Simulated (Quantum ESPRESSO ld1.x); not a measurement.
Values are calculated unless marked as measured or tabulated.
Input (ld1.x (Quantum ESPRESSO 7.5)):

```
 &input
    zed=22.0,
    iswitch=1,
    rel=0,
    lsd=1,
    dft='SLA-NOC',
    config='[Ar] 3d1',
    verbosity='high',
    prefix='ld1',
    max_out_wfc=37,
    file_charge='ld1.rho',
 /
```

Command: `OMP_NUM_THREADS=1 ld1.x < ld1.in > ld1.out`

It prints (banner and zero overlaps left out):

```
     Program LD1 v.7.5 starts

     --------------------------- All-electron run ----------------------------

     atomic number is 22.00
     dft =SLA-NOC   lsd =1 sic =0 latt =0  beta=0.20 tr2=1.0E-14
     Exchange-correlation= SLA-NOC
                           (   1   0   0   0   0   0   0)
     mesh =1839 r(mesh) = 100.78178 a.u. xmin = -7.00 dx = 0.00800
     1 Ry =  13.60569312 eV

     n l     nl                  e(Ry)          e(Ha)          e(eV)
     1 0     1S 1( 1.00)    -356.817101089    -178.408550544  -4854.7439784
     2 0     2S 1( 1.00)     -41.276768228     -20.638384114   -561.5990416
     2 1     2P 1( 3.00)     -34.921240162     -17.460620081   -475.1276771
     3 0     3S 1( 1.00)      -6.813122924      -3.406561462    -92.6972597
     3 1     3P 1( 3.00)      -5.120495228      -2.560247614    -69.6678867
     3 2     3D 1( 1.00)      -2.504094606      -1.252047303    -34.0699428
     1 0     1S 2( 1.00)    -356.817651326    -178.408825663  -4854.7514648
     2 0     2S 2( 1.00)     -41.243970050     -20.621985025   -561.1527997
     2 1     2P 2( 3.00)     -34.896005734     -17.448002867   -474.7843452
     3 0     3S 2( 1.00)      -6.720960974      -3.360480487    -91.4433325
     3 1     3P 2( 3.00)      -5.029033020      -2.514516510    -68.4234800
     3 2     3D 2( 0.00)      -2.413479547      -1.206739773    -32.8370621

     final scf error:  8.9E-15 reached in  27 iterations

     Etot =   -1687.701534 Ry,    -843.850767 Ha,  -22962.349157 eV
     Total magnetization:    1.00 Bohr mag.

     Ekin =    1687.701535 Ry,     843.850768 Ha,   22962.349169 eV
     Encl =   -3961.295224 Ry,   -1980.647612 Ha,  -53896.167188 eV
     Eh   =     660.465236 Ry,     330.232618 Ha,    8986.087325 eV
     Exc  =     -74.573082 Ry,     -37.286541 Ha,   -1014.618463 eV
```

Run on one thread of a shared host, so times are rough (Intel(R) Xeon(R) Processor @ 2.60GHz): 0.61 s of CPU time, 0.65 s wall, 27 iterations on 1839 mesh points.
